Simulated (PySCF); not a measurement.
**State search for BiS**

Unrestricted PBE0; Bi def2-SVPD with ECP60, S def2-SVPD; scalar-relativistic core potentials (PySCF 2.14). Outer shells of the fragments: Bi 5d10 6s2 6p3; S 3s2 3p4.

Followed along the bond (rough minima from three points):

```csv
2Ms+1,unpaired,⟨S²⟩ at the start,R at minimum (Å),Te (eV)
2,π ↑,0.84,2.33,0.00
4,π ↑↑↑,3.76,none in the scan,≤ 1.17
2,π ↑↑↓,1.76,none in the scan,≤ 1.52
6,"σ ↑, π ↑↑↑↑",8.75,none in the scan,≤ 4.49
```

Solutions found at the starting distance of 2.445 Å, counted from the lowest of them; the search is not exhaustive and high or unbound solutions are not listed, so other states can lie among these:

| 2Ms+1 | unpaired | term | E (eV) | ⟨S²⟩ | ⟨Lz²⟩ | μ (D) |
| --- | --- | --- | --- | --- | --- | --- |
| 2 | π ↑ | ²Π | 0.00 | 0.84 | 1.01 | -3.74 |
| 4 | π ↑↑↑ | ⁴Π | 1.14 | 3.76 | 1.01 | -1.73 |
| 2 | π ↑↑↓ | mixed | 1.49 | 1.76 | 3.02 | -1.71 |
| 4 | σ ↑, π ↑↑ | ⁴Σ⁻ | 2.28 | 3.76 | 0.00 | -2.85 |
| 2 | π ↑ | mixed | 2.59 | 0.75 | 3.01 | -1.68 |
| 2 | σ ↓, π ↑↑ | mixed | 2.65 | 1.76 | 0.00 | -3.01 |
| 2 | σ ↑ | ²Σ⁺ | 2.79 | 0.94 | 0.00 | -1.82 |
| 4 | σ ↑, π ↑↑ | mixed | 3.84 | 3.76 | 2.01 | -0.72 |
| 2 | σ ↓, π ↑↑ | mixed | 4.22 | 1.76 | 2.01 | -0.37 |
| 4 | σ ↑, π ↑↑ | mixed | 4.23 | 3.76 | 2.01 | -1.05 |
| 4 | σ ↑↑, π ↑ | ⁴Π | 4.72 | 3.76 | 1.01 | -1.45 |
| 6 | σ ↑, π ↑↑↑↑ | ⁶Σ⁺ | 5.56 | 8.75 | 0.00 | 2.68 |
| 6 | σ ↑↑, π ↑↑↑ | ⁶Π | 5.86 | 8.76 | 1.01 | 1.42 |
| 6 | π ↑↑↑↑↑ | ⁶Π | 9.19 | 8.76 | 1.00 | -6.84 |

A term symbol is given only where ⟨S²⟩ and ⟨Lz²⟩ are close to those of a pure state; real π, δ and φ orbitals otherwise mix terms. A positive dipole means Bi(−)S(+).

These are scalar-relativistic numbers at best; spin–orbit coupling would shift them, the dissociation energy most. Counting both spins, an empty level lies below a filled one in some of these solutions, because spin and occupation are held.
